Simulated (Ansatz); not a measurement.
Consider the formal exchange of groups at the Se–Ga bond: `[F][Ga]([F])[SeH]` + `O=CC[SiH3]` → `O=CC([SiH3])[SeH]` + `[F][GaH][F]`.

Program: Ansatz. Geometries: PBE0-D4/def2-TZVP. ΔE: electronic, gas phase. CCSD(T)/CBS adds triple-zeta CCSD(T) − MP2 to the extrapolated MP2 energy (def2 sets, frozen cores). For Ga, Se outer-core shells are correlated without core-valence functions, which leaves a few kJ/mol of doubt a bond. Scalar relativity is left out up to krypton. One conformer a species, not always the lowest.

```csv
species,CCSD/def2-TZVPP energy (Eh)
`[F][Ga]([F])[SeH]`,-4523.76700
`O=CC[SiH3]`,-443.81363
`O=CC([SiH3])[SeH]`,-2843.91961
`[F][GaH][F]`,-2123.60754
```

Work out ΔE.

ΔE = (-2843.91961) + (-2123.60754) − (-4523.76700) − (-443.81363) = 0.05348 Eh = +140.4 kJ/mol. CCSD(T)/CBS gives +135.1 kJ/mol.

Largest T1 diagnostic among the species: 0.015.

From PBE to PBE0 (25 % exact exchange), in def2-TZVPP and without D4, ΔE moves by +7.7 kJ/mol. In def2-TZVPP, CCSD(T) changes the Hartree–Fock value by −27.3 kJ/mol (the triples alone add −5.0 kJ/mol) and MP2 by −31.8 kJ/mol. The D4 term adds −8.5 kJ/mol with B3LYP and −4.5 kJ/mol with PBE0; it sums over pairs of atoms, weighted by their polarisabilities, and B3LYP, whose exchange is more repulsive, gets the larger term.

B3LYP here is the variant with VWN-RPA as its local correlation; programs differ in this.
